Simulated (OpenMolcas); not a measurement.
Os VI: effect of the active space

```
Program             : OpenMolcas 26.06
Method              : CASSCF or its RAS form
Basis               : ANO-RCC-VTZP
Scalar Hamiltonian  : DKH2, point nucleus
Spin-orbit coupling : RASSI with atomic mean-field integrals over the reference wave functions, term energies averaged over their components
```

A. 3 electrons in 5 orbitals (5d); 2S+1 = 4 even, 10 roots; 2S+1 = 2 even, 40 roots; cost of the order of 15 core-seconds
B. 9 electrons in 8 orbitals (RAS1 5p, at most 2 holes; RAS2 5d); 2S+1 = 4 even, 10 roots; 2S+1 = 2 even, 40 roots; cost of the order of 40 core-seconds
C. 3 electrons in 10 orbitals (5d 6d); 2S+1 = 4 even, 10 roots; 2S+1 = 2 even, 40 roots; cost about 40 core-seconds

Energies in cm-1 above 5d3 4F 3/2, the measured ground level; measured values from the list in Brasseur, Palmeri and Quinet, Atoms 13, 11 (2025).

```csv
Level,A,B,C,Measured
5d3 4F 3/2,0.0,0.0,0.0,0.0
5d3 4F 5/2,6109,6561,6151,6397
5d3 4F 7/2,11414,12057,11454,11444
5d3 4F 9/2 [65 %],15258,15972,15285,14678
5d3 4P 1/2 [72 %],19333,18935,19233,16772
5d3 2G 7/2,24876,25547,24737,22920
5d3 2H 9/2 [56 %],25653,26807,25510,24028
5d3 4P 5/2,27052,26973,27094,24828
5d3 2P 1/2 [72 %],32606,32187,32499,28860
5d3 2H 11/2,34635,36233,34575,32156
5d3 2D 5/2(1),38079,37775,37956,34418
5d3 2G 9/2 [56 %],39176,40560,39160,37019
5d3 2P 3/2 [58 %],44182,43713,44058,40203
5d3 2F 5/2,45227,45175,45022,39601
5d3 2F 7/2,45753,45973,45558,40447
5d3 2D 3/2(2),67786,66062,67125,
5d3 2D 5/2(2),68254,66478,67743,61005
```

Deviations, from unrounded energies. A percentage is the sum of absolute deviations over the sum of measured energies, with the sign that they share, or ± where signs differ.

```
                        Against measurement  Levels      A      B      C
             mean absolute deviation (cm-1)      15   2900   3100   2800
      fine structure of the ground term (%)       3   ±2.8   +6.4   ±2.7
other terms of the ground configuration (%)      12  +10.6  +11.0  +10.2
```

A, C lie about equally close to measurement and B furthest from it. The largest miss of C in the table is 5d3 2D 5/2(2), by +6700 cm-1. The ranking rests on the paired levels alone, and a cruder setting can come out closer through cancelling errors.

Among A to C the level of the table that moves most is 5d3 2D 5/2(2), by 1800 cm-1 (lowest in B, highest in A).

Without dynamic correlation excited terms often stand tens of per cent too high (terms of higher spin than the ground term too low), and those without a measured partner can miss by more than the paired ones. Active for correlation alone: 5p; no level in the range computed is led by a configuration that opens it, so any true level of that kind is missing (holds for B). Active for correlation alone: 6d; no level in the range computed is led by a configuration that fills it, so any true level of that kind is missing (holds for C). Computed and measured levels are paired by configuration, term and J; levels that our copy of the source lacks, or whose pairing is in doubt (as where it misses far off the trend of its configuration), stay unpaired and out of the deviations. Only configurations of the active space appear. Levels that lie high or do not pair safely by name in every column are left out.

A share in square brackets marks a mixed level and gives the weight of the term that names it, the lowest over the columns. A number in round brackets counts repeated terms of one configuration in the order of the reference energies.
